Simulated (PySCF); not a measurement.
# Stretching one bond of BClH2N cation

Calculated results; nothing here was measured. The program is PySCF 2.14.0, an open-source quantum chemistry code, run on an isolated molecule that a program drew, which may never have been made. The molecule is BClH2N cation (charge +1, singlet), drawn as the SMILES string `N[B+]Cl`.

The structure below is the HF double-zeta minimum with every atom moved a little at random, so it isn't optimised. Bond N1-H5 is then set to each length in the table by shifting atom 5 along it, with nothing else relaxed.
```xyz
5
BClH2N cation, angstrom
N    -0.4376    0.0251   -0.8679
B    -1.0063    0.1819   -2.0500
Cl   -1.7096    0.3681   -3.5096
H    -0.9701   -0.0360   -0.0132
H     0.5627   -0.0399   -0.7506
```

E is the energy above the same method's energy at the HF double-zeta minimum. IE is the energy to remove one electron at fixed geometry, to the doublet state of charge +2, as a difference of total energies. The basis family is cc-pV(n+d)Z, with UHF for radicals and no spin-orbit coupling. Best is HF at quadruple zeta, plus MP2 correlation extrapolated from triple and quadruple zeta, plus CCSD(T) minus MP2 at triple zeta, with a frozen core. The other columns are at triple zeta.

| bond (Å) | E PBE (kcal/mol) | E wB97X (kcal/mol) | E CCSD(T) (kcal/mol) | E best (kcal/mol) | IE PBE (eV) | IE wB97X (eV) | IE CCSD(T) (eV) | IE best (eV) | T1 |
|---|---|---|---|---|---|---|---|---|---|
| 0.8602 | 18.45 | 17.14 | 17.26 | 16.94 | 18.210 | 18.607 | 18.504 | 18.668 | 0.013 |
| 0.9572 | 2.38 | 1.89 | 1.93 | 1.86 | 18.106 | 18.492 | 18.391 | 18.555 | 0.013 |
| 1.0092 | 0.02 | 0.02 | 0.01 | 0.02 | 18.049 | 18.429 | 18.328 | 18.492 | 0.013 |
| 1.0522 | ? | ? | ? | ? | ? | ? | ? | ? | ? |
| 1.4612 | 40.93 | 46.13 | 44.60 | 44.57 | 17.513 | 17.804 | 17.748 | 17.911 | 0.014 |
| 1.5672 | 53.62 | 60.17 | 58.01 | 57.90 | 17.382 | 17.639 | 17.611 | 17.774 | 0.015 |

T1 is the CCSD diagnostic of the starting molecule.

**Estimate the best E and IE at 1.0522 Å from the other rows.**

A least-squares cubic in the inverse of the bond length through the other values of E best gives 0.94 kcal/mol there. A least-squares quadratic in the bond length through IE best gives 18.438 eV. The calculation gives 0.68 kcal/mol and 18.439 eV, so the fits miss by 0.26 kcal/mol and 0.001 eV. The same recipe one zeta lower moves these two values by 0.03 kcal/mol and 0.08 eV, a gauge of their own error. The rest of the row: E is 0.27 (PBE), 0.69 (wB97X), 0.63 (CCSD(T)); IE is 18.000 (PBE), 18.375 (wB97X), 18.276 (CCSD(T)); T1 is 0.013.
